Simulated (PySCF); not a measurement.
Cl$_{2}$Ni (SMILES [Cl][Ni][Cl]), triplet, geometry from GFN2-xTB (such geometries of metal compounds can be far from the true shape); DF-WB97X/6-31G** run with PySCF.

Input for PySCF:
```python
from pyscf import gto, scf, dft

mol = gto.Mole()
mol.atom = '''
    Ni    0.000000    0.000000    0.000000
    Cl    0.000000    0.000000    1.934826
    Cl   -0.000000   -0.000000   -1.934826
'''
mol.basis = '6-31g**'
mol.charge = 0
mol.spin = 2
mol.verbose = 4
mol.build()

mf = dft.UKS(mol)
mf.xc = 'wb97x'
mf = mf.density_fit(auxbasis='def2-universal-jkfit')
mf.kernel()
```

Output, abridged:

```
PySCF version 2.14.0

[INPUT] verbose = 4
[INPUT] num. atoms = 3
[INPUT] num. electrons = 62
[INPUT] charge = 0
[INPUT] spin (= nelec alpha-beta = 2S) = 2
[INPUT] symmetry False subgroup None
[INPUT] Mole.unit = angstrom
[INPUT] Symbol           X                Y                Z      unit          X                Y                Z       unit  Magmom
[INPUT]  1 Ni     0.000000000000   0.000000000000   0.000000000000 AA    0.000000000000   0.000000000000   0.000000000000 Bohr   0.0
[INPUT]  2 Cl     0.000000000000   0.000000000000   1.934826000000 AA    0.000000000000   0.000000000000   3.656291238688 Bohr   0.0
[INPUT]  3 Cl     0.000000000000   0.000000000000  -1.934826000000 AA    0.000000000000   0.000000000000  -3.656291238688 Bohr   0.0

nuclear repulsion = 299.894053405205
number of shells = 28
number of NR pGTOs = 199
number of NR cGTOs = 70
basis = 6-31g**
ecp = {}

******** <class 'pyscf.df.df_jk.DFUKS'> ********
method = DFUKS
initial guess = minao
damping factor = 0
level_shift factor = 0
DIIS = <class 'pyscf.scf.diis.CDIIS'>
diis_start_cycle = 1
diis_space = 8
diis_damp = 0
SCF conv_tol = 1e-09
SCF conv_tol_grad = None
SCF max_cycles = 50
direct_scf = False
number electrons alpha = 32  beta = 30
XC library pyscf.dft.libxc version 7.1.2
    S. Lehtola, C. Steigemann, M. J. T. Oliveira, and M. A. L. Marques,  SoftwareX 7, 1–5 (2018)
XC functionals = wb97x
    J.-D. Chai and M. Head-Gordon,  J. Chem. Phys. 128, 084106 (2008)
radial grids:
    Treutler-Ahlrichs [JCP 102, 346 (1995); DOI:10.1063/1.469408] (M4) radial grids

becke partition: Becke, JCP 88, 2547 (1988); DOI:10.1063/1.454033
pruning grids: <function nwchem_prune>
grids dens level: 3
symmetrized grids: False
atomic radii adjust function: <function treutler_atomic_radii_adjust>
small_rho_cutoff = 0
Set gradient conv threshold to 3.16228e-05
tot grids = 58400
******** <class 'pyscf.df.df.DF'> ********
auxbasis = def2-universal-jkfit
Create RSH-DF object <pyscf.df.df.DF object> for omega=0.3
******** <class 'pyscf.df.df.DF'> ********
auxbasis = auxmol.basis = def2-universal-jkfit
init E= -2427.76361635277

cycle= 1 E= -2407.92293486062  delta_E= 19.8  |g|= 5.06  |ddm|= 6.69

cycle= 2 E= -2385.10889631461  delta_E= 22.8  |g|= 6.76  |ddm|= 12.4
cycle= 3 E= -2424.60717127018  delta_E= -39.5  |g|= 3.55  |ddm|= 9.83
cycle= 4 E= -2426.76615413526  delta_E= -2.16  |g|= 2.16  |ddm|= 1.37
cycle= 5 E= -2427.43965756263  delta_E= -0.674  |g|= 1.78  |ddm|= 0.978
cycle= 6 E= -2428.19731975807  delta_E= -0.758  |g|= 0.681  |ddm|= 0.68
cycle= 7 E= -2428.34399719548  delta_E= -0.147  |g|= 0.128  |ddm|= 0.504
cycle= 8 E= -2428.35251789482  delta_E= -0.00852  |g|= 0.0303  |ddm|= 0.129
cycle= 9 E= -2428.35373084538  delta_E= -0.00121  |g|= 0.00651  |ddm|= 0.0537
cycle= 10 E= -2428.35389413951  delta_E= -0.000163  |g|= 0.00214  |ddm|= 0.0272
cycle= 11 E= -2428.35391472358  delta_E= -2.06e-05  |g|= 0.00136  |ddm|= 0.0139
cycle= 12 E= -2428.35391672789  delta_E= -2e-06  |g|= 0.000647  |ddm|= 0.00327
cycle= 13 E= -2428.35391785804  delta_E= -1.13e-06  |g|= 0.000267  |ddm|= 0.00378
cycle= 14 E= -2428.35391800527  delta_E= -1.47e-07  |g|= 8.44e-05  |ddm|= 0.0013
cycle= 15 E= -2428.35391802814  delta_E= -2.29e-08  |g|= 3.24e-05  |ddm|= 0.000636
cycle= 16 E= -2428.35391807314  delta_E= -4.5e-08  |g|= 9.52e-05  |ddm|= 0.000428
cycle= 17 E= -2428.3539180281  delta_E= 4.5e-08  |g|= 1.56e-05  |ddm|= 0.000504
cycle= 18 E= -2428.35391804466  delta_E= -1.66e-08  |g|= 5.95e-05  |ddm|= 0.000255
cycle= 19 E= -2428.35391802778  delta_E= 1.69e-08  |g|= 4.96e-06  |ddm|= 0.000305
cycle= 20 E= -2428.35391802826  delta_E= -4.77e-10  |g|= 9.69e-06  |ddm|= 4.42e-05
Extra cycle  E= -2428.35391804308  delta_E= -1.48e-08  |g|= 5.48e-05  |ddm|= 0.00024
converged SCF energy = -2428.35391804308  <S^2> = 2.0075486  2S+1 = 3.0050282
```
